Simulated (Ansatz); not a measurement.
A CCSD(T) single point on C$_{2}$H$_{9}$GaSe, SMILES `[CH3][GaH-]([CH3])[SeH2+]`.

```yaml
crystal:
  periodic: [false, false, false]
  atoms:
    - {symbol: C, position_ang: [-1.183136, 1.505830, -0.593001]}
    - {symbol: Ga, position_ang: [-0.293926, -0.266229, -0.687722]}
    - {symbol: C, position_ang: [1.676768, -0.379246, -0.475193]}
    - {symbol: Se, position_ang: [-1.045590, -1.142513, 1.840717]}
    - {symbol: H, position_ang: [-1.063344, 2.020776, -1.551209]}
    - {symbol: H, position_ang: [-0.741233, 2.145252, 0.175224]}
    - {symbol: H, position_ang: [-2.255100, 1.421007, -0.402404]}
    - {symbol: H, position_ang: [-1.052738, -1.466254, -1.393294]}
    - {symbol: H, position_ang: [2.161111, -0.091844, -1.413683]}
    - {symbol: H, position_ang: [2.041304, 0.300200, 0.299399]}
    - {symbol: H, position_ang: [2.009755, -1.391635, -0.235861]}
    - {symbol: H, position_ang: [-0.171371, -2.321875, 1.842239]}
    - {symbol: H, position_ang: [-0.062100, -0.368267, 2.609689]}
basis:
  gaussian: {orbitals: def2-TZVPP}
correlation: {method: ccsd_t}
output: {orbitals: {seedname: orbitals}}
```

```sh
$ ansatz run in.yaml --threads 2 --pin off --events-out ev --progress --plain --backend cuda
```

Log, shortened:

```
Functional definition: HF
1681 factors; integrals over basis functions are off by at most 1.1e-3 eV
mean field evaluation 1: about -119837.0718 eV, gradient 3.8e1 eV
mean field evaluation 2: about -119837.2013 eV, gradient 3.9e1 eV
mean field evaluation 4: about -119841.3072 eV, gradient 3.6e0 eV
mean field evaluation 8: about -119841.3643 eV, gradient 3.3e-1 eV
mean field -119841.36552512 eV, -4404.0889516529 hartree, gradient 2.1e-6 eV, S^2 0.000000; 0 other end points of the search recorded, 0 dependent functions left out
20 core orbitals not correlated: weight in the atoms' cores, before any rotation towards them, 1.000 or more for the frozen orbitals, at most 0.000 for the correlated occupied ones
reference -119841.36552512 eV, -4404.0889516529 hartree; 23, 23 occupied and 241, 241 virtual orbitals, 1681 factors
second order -24.49321328 eV of doubles, -0.00000000 eV of singles
cycle   1  -24.79058118 eV  change   -3.0e-1 eV  update   1.1e-1
cycle   2  -25.51912409 eV  change   -7.3e-1 eV  update   3.3e-2
cycle   3  -25.62141661 eV  change   -1.0e-1 eV  update   1.5e-2
cycle   4  -25.61500817 eV  change    6.4e-3 eV  update   3.5e-3
cycle   5  -25.61434456 eV  change    6.6e-4 eV  update   1.3e-3
cycle   6  -25.61415614 eV  change    1.9e-4 eV  update   3.4e-4
cycle   7  -25.61402038 eV  change    1.4e-4 eV  update   1.2e-4
cycle   8  -25.61404101 eV  change   -2.1e-5 eV  update   3.8e-5
perturbative correction -0.95751876 eV, -0.0351881655 hartree
Total energy: -119867.93708489 eV, -4405.0654384636 hartree
```

Hardware: 2 threads of an AMD EPYC 7R13 on a shared host and a share of an NVIDIA H100 80 GB. Wall time 28 s, peak host memory 1.2 GiB.

MP2 recovers 92.2 % of the CCSD(T) correlation energy and the triples give 3.6 %; T1 = 0.0103.
